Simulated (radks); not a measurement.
All-electron atom: the neon ion Ne6+ in [He] 2s2.

Calculated with a radial shooting solver on a logarithmic mesh with Libxc functionals: Dirac Kohn-Sham, relativistic LDA (MacDonald-Vosko exchange, VWN5 correlation), spin-unpolarised, spherical densities, finite nucleus; Fermi nuclear charge, rms radius 3.0055 fm.

Energy parts (Ry):
| part | energy |
|---|---|
| total | -219.18387 |
| kinetic | 219.13469 |
| electron-nucleus | -467.70740 |
| Hartree | 43.20846 |
| exchange-correlation | -13.81963 |

Orbitals (lengths in bohr, moments of r in powers of bohr):
| orbital | occ. | eigenvalue (Ry) | <r^4> |
|---|---|---|---|
| 1s1/2 | 2 | -76.09981 | 0.002892 |
| 2s1/2 | 2 | -14.08694 | 0.5887 |

The highest occupied level is 2s1/2 at -191.66 eV. Summed over all electrons, <r^2> = 1.249 bohr^2, which gives a Langevin (diamagnetic) susceptibility term of -0.989 x 10^-6 cm^3/mol. For comparison, the ionisation energy in NIST's Atomic Spectra Database is 207.27 eV (measured). In exact Kohn-Sham theory the highest level is minus the ionisation energy, but local and semilocal functionals leave it too shallow, through self-interaction and a potential that decays too fast; potentials with the right tail come closer. The electron density at the nucleus is 664.6 e/bohr^3. The density falls to 0.001 e/bohr^3 at r = 1.74 bohr.
